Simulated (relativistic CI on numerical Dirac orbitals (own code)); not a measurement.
## Au²⁺: resonant inelastic scattering at the L2,3 edge

Computed with this model: Dirac-Coulomb-Breit CI, separate exchange-only KLI orbitals for each configuration, model QED, valence Slater integrals scaled by 0.8, Kramers-Heisenberg scattering through one core-hole configuration in a parametric crystal field; configurations [Xe] 4f14 5d9 → [He] 2s2 2p5 3s2 3p6 3d10 4s2 4p6 4d10 4f14 5s2 5p6 5d10; 300 K; core-hole width 7.5 eV; summed over polarisations. Incident energies are the highest absorption maxima for each field (at most a few, so the weaker spin-orbit partner edge can be absent), on the computed scale of the free ion. Intensities are in per cent of the strongest line above 0.02 eV; levels within 1 cm⁻¹ are merged; final levels count from the ground level, the first row holds all elastic scattering, lines under 0.4 are left out and each table stops after 24 rows. The scale of the Slater integrals is a model choice and moves the terms in proportion.

Field parameters in Wybourne normalisation: D3d B²₀ = −7Dσ, B⁴₀ = −14Dq − 21Dτ, B⁴₃ = −14√(10/7) Dq. The field is a parameter set, without covalency.

S is read from ⟨S²⟩ = S(S + 1).

D3d, 10Dq = 25750, Dσ = -1200, Dτ = 380 cm⁻¹:

```tsv
Final level (eV)	Degeneracy	Irrep	S	11914.8 eV
0.000	2	Γ5+Γ6	0.50	84.9
0.125	2	Γ4	0.50	78.5
3.033	2	Γ4	0.50	100.0
3.942	2	Γ4	0.50	38.2
4.180	2	Γ5+Γ6	0.50	33.2
```

D3d, 10Dq = 25750, Dσ = -860, Dτ = 380 cm⁻¹:

```json
{"Final level (eV)": "0.000", "Degeneracy": "2", "Irrep": "Γ5+Γ6", "S": "0.50", "11914.8 eV": "85.0"}
{"Final level (eV)": "0.107", "Degeneracy": "2", "Irrep": "Γ4", "S": "0.50", "11914.8 eV": "78.0"}
{"Final level (eV)": "3.005", "Degeneracy": "2", "Irrep": "Γ4", "S": "0.50", "11914.8 eV": "100.0"}
{"Final level (eV)": "3.976", "Degeneracy": "2", "Irrep": "Γ4", "S": "0.50", "11914.8 eV": "37.4"}
{"Final level (eV)": "4.101", "Degeneracy": "2", "Irrep": "Γ5+Γ6", "S": "0.50", "11914.8 eV": "33.5"}
```

For the first field the strongest loss at the lowest incident energy is the level at 3.03 eV (S = 0.50, against 0.50 in the thermal ground state).
